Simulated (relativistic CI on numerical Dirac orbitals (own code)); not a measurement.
Computed by Dirac-Coulomb-Breit CI, separate exchange-only KLI orbitals for each configuration, a model potential for QED, unscaled Slater integrals (own radial code, finite nucleus).

Configuration list (outside the closed core [Kr]): 4d10 5s2 5p, 4d10 5s2 4f, 4d10 5s 5p2, 4d10 5s2 5d, 4d10 5s 4f2, 4d10 5p3, 4d10 5s 5p 4f, 4d10 5s 5p 5d, 4d10 5p2 4f, 4d10 5s2 5f, 4d10 5s2 5g, 4d10 5s 5p 5f, 4d10 5s2 6s, 4d10 5p2 5d, 4d10 5p 4f 5d, 4d10 5s2 6p, 4d10 5s 5p 5g, 4d10 5s 5d2, 4d10 5s 4f 5f, 4d9 5s2 5p 4f, 4d10 5p2 6s, 4d10 5p 4f 6s, 4d10 5s 5p 6s, 4d10 5s2 6d, 4d10 5s 5d 6s, 4d10 5p2 5f, 4d10 5s 5p 6p, 4d10 5s2 7s, 4d10 5p 4f2, 4d10 4f3, 4d10 4f2 5d, 4d10 4f2 5f, 4d10 5s 4f 5d, 4d10 4f 5d2, 4d10 5p 5d2, 4d10 5d3, 4d10 5d2 5f, 4d10 5s 4f 6s, 4d10 4f2 6s, 4d10 4f 5d 6s, 4d10 5p 5f2, 4d10 4f 5f2, 4d10 5d 5f2, 4d10 5f3, 4d10 5s 4f 5g, 4d10 4f2 5g, 4d10 4f 5d 5g, 4d10 5p 4f 5f, 4d10 4f 5d 5f. Double excitations out of closed p, d and f shells are left out; levels of such configurations are missing from the list, as are those of other unlisted configurations, and high levels can miss mixing partners. Some configurations lack a partner that the ground configuration has and come out too high, among them 4d9 5s2 5p 4f, 4d10 5s2 5g, 4d10 5s2 6s, 4d10 5s2 6p, 4d10 5s2 6d.

At this charge transitions that keep the count of f electrons are usually good to a few per cent. Levels and lines within the n = 5 or 6 shells can be off by up to 10 % or somewhat more, and those that change n by about 2 %, since core polarisation is missing. Levels that differ in their count of f electrons can be misplaced by several ten thousand cm⁻¹, since the correlation energy of f electrons is missing or only estimated; rates across such gaps can be off by orders of magnitude.

Outline of the computed level scheme of Ce X. Lowest level of each configuration: 4d10 5s2 5p 2P°_1/2 at 0.0000 eV; 4d10 5s2 4f 2F°_5/2 at 7.4930 eV; 4d10 5s 5p2 4P_1/2 at 16.4071 eV; 4d10 5s 5p 4f 4G_5/2 at 22.5934 eV; 4d10 5s 4f2 4H_7/2 at 32.5531 eV.

Some strong electric-dipole decays among the lowest 45 levels: 4d10 5s 5p 4f 2G_9/2 → 4d10 5s2 4f 2F°_7/2 (1.7e+10 s⁻¹); 4d10 5s 5p2 2P_1/2 → 4d10 5s2 5p 2P°_1/2 (1.7e+10 s⁻¹); 4d10 5s 5p 4f 2F_5/2 → 4d10 5s2 4f 2F°_5/2 (1.6e+10 s⁻¹); 4d10 5s 5p 4f 2G_7/2 → 4d10 5s2 4f 2F°_5/2 (1.6e+10 s⁻¹); 4d10 5s 5p 4f 2F_7/2 → 4d10 5s2 4f 2F°_7/2 (1.6e+10 s⁻¹); 4d10 5s 5p2 2P_3/2 → 4d10 5s2 5p 2P°_3/2 (1.5e+10 s⁻¹); 4d10 5s 5p2 2S_1/2 → 4d10 5s2 5p 2P°_3/2 (1.2e+10 s⁻¹); 4d10 5s 5p 4f 2D_3/2 → 4d10 5s2 4f 2F°_5/2 (8.5e+09 s⁻¹).

LS names give the leading component of a level, which can be under half, so a name can repeat, a term be missing and a line seem to break the LS rules.
